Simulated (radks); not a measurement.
Spherical quantum dot in the effective-mass picture: electrons in a parabolic well V = omega^2 r^2 / 2 with omega = 0.348, all in effective atomic units (hartree* = m*/eps^2 hartree, bohr* = eps/m* bohr), one dielectric constant everywhere. Calculated with a radial shooting solver with Libxc functionals: non-relativistic Kohn-Sham, LDA (Slater exchange, Perdew-Wang correlation), spin-polarised, spherical densities. Levels are named by radial order and angular momentum (1s, 1p, 1d, 2s, ...), and open shells are averaged over m. Results are scaled to m* = 0.156 and eps = 10.6, for which hartree* = 37.78 meV and bohr* = 3.596 nm.

N = 23, configuration 1s2 1p6 1d10 2s2 1f(up 3, down 0). This is the lowest configuration that the search found. Occupied and some empty levels:

| level | occupation | eigenvalue (meV) | <r> (nm) |
|---|---|---|---|
| 1s up | 1 | 213.95 | 12.87 |
| 1s down | 1 | 214.34 | 12.63 |
| 1p up | 3 | 217.77 | 15.26 |
| 1p down | 3 | 218.30 | 15.14 |
| 1d up | 5 | 222.56 | 16.89 |
| 1d down | 5 | 223.17 | 16.84 |
| 2s up | 1 | 224.86 | 13.65 |
| 2s down | 1 | 225.21 | 13.78 |
| 1f up | 3 | 228.19 | 18.16 |
| 1f down | 0 | 228.83 | 18.16 |
| 2p up | 0 | 231.51 | 15.43 |
| 2p down | 0 | 231.87 | 15.48 |
| 1g up | 0 | 234.53 | 19.23 |
| 1g down | 0 | 235.18 | 19.26 |
| 2d up | 0 | 238.58 | 17.01 |
| 2d down | 0 | 238.96 | 17.02 |

Energy (meV): total 3147.01, kinetic 215.97, external 1127.5, Hartree 2017.7, exchange-correlation -214.13.
